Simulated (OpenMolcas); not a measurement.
# V2+: the spin-orbit constant, Racah parameters, worked from levels

```
Program             : OpenMolcas
Basis               : ANO-RCC-VQZP [7s6p4d3f2g1h]
Scalar Hamiltonian  : DKH2, point nucleus
Active space        : 3 electrons in 5 orbitals (3d)
State averaging     : 2S+1 = 4 even, 10 roots; 2S+1 = 2 even, 40 roots
Spin-orbit coupling : RASSI with atomic mean-field integrals over the reference wave functions, term energies averaged over their components
```

Methods: CASSCF; MS-CASPT2, IPEA 0.25 Eh, imaginary shift 0.1 Eh (closed shells correlated: 3s 3p). Measured levels: Sugar and Corliss, J. Phys. Chem. Ref. Data 7, 1191 (1978).

**The spin-orbit constant.** For the Hund term 4F of d3, E(J) = (A/2) J(J+1) + constant and ζ = 2S·A = 3A. From J = 3/2 to J = 9/2 the energy changes by 10.5 A.

```tsv
Source	E(9/2) - E(3/2)	A	ζ
CASSCF	632.3	60.2	181
MS-CASPT2	632.9	60.3	181
measured	583.8	55.6	167
```

All in cm-1. MS-CASPT2 is off by +8.4 % and CASSCF by +8.3 %. Both methods take the spin-orbit matrix elements from the reference wave functions, so the second can move ζ only through the term energies and any multistate remixing. Second-order mixing with other terms is absorbed into this ζ.

**Racah parameters.** Above 4F, d3 has 4P at 15B, 2G at 4B + 3C and 2H at 9B + 3C. The first two fix B and C, and the third tests them; where it misses by thousands of cm-1, two parameters do not describe the configuration (Trees and configuration-interaction terms are left out) and B and C hang on the terms chosen. Term energies are centres of gravity, weighted by 2J + 1.

| Source | 4P | 2G | B | C | C/B | 2H from B, C | 2H found |
| --- | --- | --- | --- | --- | --- | --- | --- |
| CASSCF | 14642 | 14753 | 976 | 3616 | 3.70 | 19632 | 19551 |
| MS-CASPT2 | 11938 | 11388 | 796 | 2735 | 3.44 | 15369 | 16533 |
| measured | 11330 | 11752 | 755 | 2910 | 3.85 | 15525 | 16565 |

Energies in cm-1. From CASSCF to MS-CASPT2, B changes by -18.4 % and C by -24.4 %. Against the measured terms, MS-CASPT2 has B off by +5.4 % and C by -6.0 %.

CASPT2 breaks the degeneracy within a term, and the mean is taken; among the terms shown or strongly mixed into the levels shown the widest spread is 830 cm-1 (3d3 4F, MS-CASPT2). Without dynamic correlation excited terms often stand tens of per cent too high (terms of higher spin than the ground term too low), and those without a measured partner can miss by more than the paired ones (holds for CASSCF). Measured partners are found by configuration, term and J. A level has none where our copy of the source lacks it or the pairing is in doubt (some pairs that miss far off the trend of their configuration count as doubtful), and it then counts in no deviation. Only configurations of the active space appear.
